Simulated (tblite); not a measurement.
C₂H₁₁BN₂Si.
Bonds: C1–B2, B2–C3, B2–N4, N4–Si5, Si5–N6. Hydrogens: H7, H8, H9 on C1; H10, H11, H12 on C3; H13 on N4; H14, H15 on Si5; H16, H17 on N6.

Computed with GFN2-xTB (tblite), gas phase: Langevin dynamics at 300 K from the optimised GFN2-xTB geometry, time step 0.5 fs, friction 0.01 fs⁻¹, 2000 steps. Over the second half of the run the saved frames average 343 K.

The optimised geometry, where the run starts:
```
atom  x, y, z in Å
C1     -1.712    1.687    0.456
B2     -0.946    0.328    0.142
C3     -1.772   -1.004   -0.096
N4      0.452    0.327    0.065
Si5     1.587   -0.950   -0.259
N6      3.111   -0.150   -0.114
H7     -2.633    1.528    1.013
H8     -1.107    2.402    1.012
H9     -1.995    2.175   -0.477
H10    -2.542   -0.865   -0.852
H11    -1.153   -1.844   -0.398
H12    -2.291   -1.293    0.817
H13     0.901    1.209    0.270
H14     1.585   -1.979    0.781
H15     1.298   -1.524   -1.584
H16     3.939   -0.721   -0.134
H17     3.271    0.686   -0.653
```

t = 150 fs, T = 196 K, E(pot) 0.629 eV above the start
```
atom  x, y, z in Å  |  force x, y, z in eV/Å
C1     -1.966    1.740    0.394    1.953  -0.822  -0.113
B2     -1.259    0.304    0.223   -0.949   0.453  -0.134
C3     -1.988   -1.074    0.245   -2.149   0.429   0.418
N4      0.087    0.270    0.066    1.990  -0.301   0.100
Si5     1.216   -1.003   -0.278    0.416  -0.631  -0.216
N6      2.660   -0.087   -0.066    0.056  -0.737  -1.991
H7     -2.872    1.642   -0.114   -1.501   0.593  -0.416
H8     -2.064    1.912    1.444   -0.495   0.337   0.475
H9     -1.331    2.543   -0.022   -0.523  -0.326   0.122
H10    -2.971   -1.107   -0.264    0.615   0.049  -0.379
H11    -1.433   -1.944    0.024    0.629  -0.601  -0.577
H12    -2.338   -1.218    1.256    0.086  -0.063   0.804
H13     0.633    1.114    0.185   -0.283   0.234  -0.070
H14     1.126   -2.337    0.485   -0.077   0.957  -0.381
H15     1.332   -1.227   -1.750   -0.320  -0.142   0.411
H16     3.331   -0.302   -0.816   -0.059   0.405   1.219
H17     3.020    0.263    0.777    0.611   0.165   0.727
```

t = 200 fs, T = 215 K, E(pot) 0.581 eV above the start
```
atom  x, y, z in Å  |  force x, y, z in eV/Å
C1     -2.155    1.700    0.333   -0.271  -0.855  -1.367
B2     -1.321    0.310    0.155    0.154   1.973   0.583
C3     -2.182   -0.918    0.370   -0.206  -2.644   0.023
N4      0.060    0.302   -0.105    0.387   1.867   0.119
Si5     1.350   -0.812   -0.234    1.073  -1.353   0.812
N6      2.857    0.048   -0.041    0.111  -0.648  -2.086
H7     -3.143    1.623   -0.200    0.873   0.035   0.568
H8     -2.369    1.994    1.343    0.107   0.036   0.309
H9     -1.602    2.459   -0.179    0.159   0.866  -0.015
H10    -3.174   -0.814   -0.068    0.109  -0.106   0.053
H11    -1.684   -1.800   -0.085   -0.447   0.205   0.116
H12    -2.337   -1.225    1.420    0.090   0.414  -0.353
H13     0.542    1.242   -0.156   -1.063  -0.986   0.051
H14     1.374   -1.932    0.761   -0.350   0.394   0.105
H15     1.413   -1.582   -1.442   -0.058   0.032  -0.841
H16     3.676   -0.291   -0.598   -1.172   0.515   1.046
H17     3.100    0.332    0.868    0.504   0.254   0.876
```

t = 325 fs, T = 306 K, E(pot) 0.664 eV above the start
```
atom  x, y, z in Å  |  force x, y, z in eV/Å
C1     -1.956    2.036   -0.109   -0.454   0.075   0.046
B2     -1.297    0.576    0.072    0.978  -0.144  -0.429
C3     -1.949   -0.897    0.407    0.199   2.189   0.189
N4      0.118    0.572   -0.123   -0.528  -0.722   1.003
Si5     1.225   -0.778    0.261    0.097   1.739  -0.678
N6      2.641    0.219    0.552    0.690  -1.100  -0.191
H7     -2.574    2.090   -1.002   -0.224  -0.303  -0.088
H8     -2.606    2.341    0.711   -0.095  -0.234   0.093
H9     -1.275    2.883   -0.242    0.354  -0.454   0.166
H10    -3.019   -0.868    0.308   -0.390  -0.325  -0.315
H11    -1.480   -1.632   -0.234   -0.203  -0.180   0.410
H12    -1.770   -1.017    1.482    0.212  -0.537  -0.417
H13     0.504    1.516   -0.141    0.262  -0.621  -0.191
H14     0.798   -1.788    1.206   -0.157   0.106   0.611
H15     1.546   -1.587   -0.872    0.088  -0.289  -0.903
H16     3.568   -0.160    0.213   -1.503   0.607   0.905
H17     2.645    0.422    1.546    0.675   0.193  -0.211
```

t = 350 fs, T = 306 K, E(pot) 0.564 eV above the start
```
atom  x, y, z in Å  |  force x, y, z in eV/Å
C1     -1.911    1.989   -0.166   -1.021   1.617   0.906
B2     -1.271    0.587    0.095   -0.465   0.226   0.290
C3     -2.029   -0.711    0.547   -1.830   1.493   0.262
N4      0.083    0.477   -0.105    0.437  -0.085  -0.212
Si5     1.244   -0.699    0.296    1.078  -1.054   0.657
N6      2.723    0.079    0.811   -0.512  -0.096  -0.608
H7     -2.324    2.203   -1.136   -0.074  -0.392  -0.593
H8     -2.745    2.259    0.519    0.191  -0.629  -0.208
H9     -1.241    2.836    0.016    0.468  -0.299  -0.114
H10    -3.143   -0.447    0.620    1.354  -0.981  -0.367
H11    -1.767   -1.415   -0.216   -0.521  -0.708  -0.034
H12    -1.745   -1.064    1.521    0.202  -0.277   0.180
H13     0.475    1.221   -0.625    0.521   0.952  -0.307
H14     0.825   -1.448    1.503   -0.071   0.014  -0.421
H15     1.527   -1.472   -0.966   -0.107   0.148   0.547
H16     3.428   -0.026    0.107    0.482   0.189   0.040
H17     3.124   -0.007    1.728   -0.134  -0.118  -0.018
```

t = 475 fs, T = 270 K, E(pot) 0.555 eV above the start
```
atom  x, y, z in Å  |  force x, y, z in eV/Å
C1     -2.257    1.994   -0.252   -0.816   0.254  -2.479
B2     -1.452    0.812    0.383    0.084  -0.775   0.957
C3     -2.180   -0.398    1.218    0.882   1.919   1.069
N4     -0.038    0.747    0.373   -0.447  -0.510  -0.232
Si5     0.995   -0.678    0.424   -0.190   0.355   0.596
N6      2.437    0.207    0.744    0.656   0.817   0.752
H7     -1.631    2.639   -0.928   -0.453  -0.583   0.544
H8     -3.154    1.647   -0.935    1.612   0.457   1.358
H9     -2.684    2.667    0.463   -0.293   0.189   0.478
H10    -1.684   -0.457    2.238   -0.580  -0.197  -1.268
H11    -3.243   -0.322    1.386   -0.208   0.222  -0.074
H12    -1.990   -1.256    0.653    0.238  -1.497  -0.411
H13     0.493    1.536    0.027   -0.311   0.052  -0.142
H14     0.441   -1.708    1.367    0.354   0.474  -0.297
H15     1.227   -1.246   -0.889   -0.054  -0.233  -0.306
H16     2.303    1.097    1.266    0.370  -1.099  -0.456
H17     3.375   -0.172    0.911   -0.845   0.155  -0.089
```

t = 825 fs, T = 362 K, E(pot) 0.703 eV above the start
```
atom  x, y, z in Å  |  force x, y, z in eV/Å
C1     -2.554    2.278    0.174    1.100  -0.591  -0.430
B2     -1.918    0.902    0.686    2.657  -1.458   0.060
C3     -2.370   -0.148    1.860    0.345   1.455  -0.189
N4     -0.599    0.620    0.121   -0.602   1.343   0.139
Si5     0.830   -0.392    0.486   -1.909  -0.083  -1.269
N6      1.859    0.207    1.681    1.099   0.761   1.945
H7     -2.356    2.360   -0.930    0.019   0.342   1.115
H8     -3.596    2.302    0.287   -1.395   0.234   0.246
H9     -2.115    3.115    0.753   -0.212  -0.377  -0.673
H10    -2.029    0.308    2.812   -0.062  -0.413  -0.416
H11    -3.437   -0.057    1.880   -0.656  -0.674   0.275
H12    -2.004   -1.188    1.818   -0.348   0.819  -0.191
H13    -0.391    1.405   -0.537    0.185  -1.121   0.646
H14     0.258   -1.731    0.741    0.164   0.132   0.025
H15     1.477   -0.287   -0.817    0.356  -0.138  -0.010
H16     2.841   -0.082    1.835   -1.161   0.206  -0.303
H17     1.469    0.583    2.566    0.419  -0.439  -0.968
```

t = 900 fs, T = 371 K, E(pot) 0.833 eV above the start
```
atom  x, y, z in Å  |  force x, y, z in eV/Å
C1     -2.756    2.534    0.303    0.206  -1.321  -1.583
B2     -1.840    1.286    0.778    2.299  -0.966  -0.841
C3     -2.310    0.309    1.931   -0.359   0.308  -0.324
N4     -0.464    1.028    0.330   -2.070   2.437  -0.764
Si5     0.567   -0.329    0.293   -1.661  -1.129   0.554
N6      1.609   -0.097    1.597    1.274   0.015   1.981
H7     -2.863    2.694   -0.821    0.772  -0.074   1.264
H8     -3.776    2.322    0.566   -0.400   0.225   0.589
H9     -2.388    3.419    0.774   -0.077   0.591   0.090
H10    -1.599    0.099    2.703    0.657   0.104   0.161
H11    -3.062    0.925    2.346   -1.211   0.087   1.101
H12    -2.736   -0.659    1.699   -0.137   0.060  -0.458
H13    -0.146    1.790   -0.281   -0.037  -0.435   0.267
H14    -0.433   -1.417    0.532    0.320  -0.011  -0.183
H15     1.325   -0.656   -0.868    0.430   0.135  -0.675
H16     2.278   -0.871    1.726   -0.492   0.901   0.328
H17     1.323    0.364    2.501    0.486  -0.926  -1.508
```

t = 975 fs
```
atom  x, y, z in Å
C1     -2.611    2.852    0.480
B2     -1.895    1.486    0.896
C3     -2.267    0.528    2.121
N4     -0.724    1.129    0.133
Si5     0.351   -0.217    0.192
N6      1.213   -0.322    1.738
H7     -2.525    3.175   -0.555
H8     -3.542    3.111    0.957
H9     -1.942    3.626    0.910
H10    -1.553   -0.222    2.389
H11    -2.264    1.337    2.949
H12    -3.292    0.214    2.117
H13    -0.607    1.731   -0.656
H14    -0.350   -1.412    0.085
H15     1.093    0.075   -0.996
H16     2.215   -0.512    1.739
H17     1.018    0.319    2.501
```

Q: Estimate the potential energy and the forces of this last frame.

A: 0.688 eV above the start.

```tsv
atom	Fx (eV/Å)	Fy (eV/Å)	Fz (eV/Å)
C1	1.351	0.862	0.851
B2	0.950	-1.000	-1.049
C3	-0.159	3.123	0.919
N4	-1.555	0.599	0.864
Si5	1.042	1.081	1.567
N6	0.110	0.148	-0.590
H7	-0.697	-0.630	-0.209
H8	-0.535	-0.349	-0.404
H9	0.091	-0.228	0.306
H10	-0.015	-0.342	-0.108
H11	0.081	-1.321	-0.551
H12	-0.216	-0.551	-0.090
H13	0.275	0.258	-0.310
H14	-0.877	-1.602	-0.107
H15	0.768	0.006	-0.544
H16	-0.521	0.030	-0.127
H17	-0.092	-0.084	-0.417
```

The bond farthest from its length at the start is Si5–H14 (1.390 against 1.464 Å), and half the difference of its two atoms' forces along it is +1.70 eV/Å (positive lengthens). The largest atomic force is 3.26 eV/Å.

What follows is the cost of the whole dynamics run. Time: 9.2 s of wall time; peak memory 0.18 GiB. Hardware: Arm Neoverse V2, one thread, on a shared host.
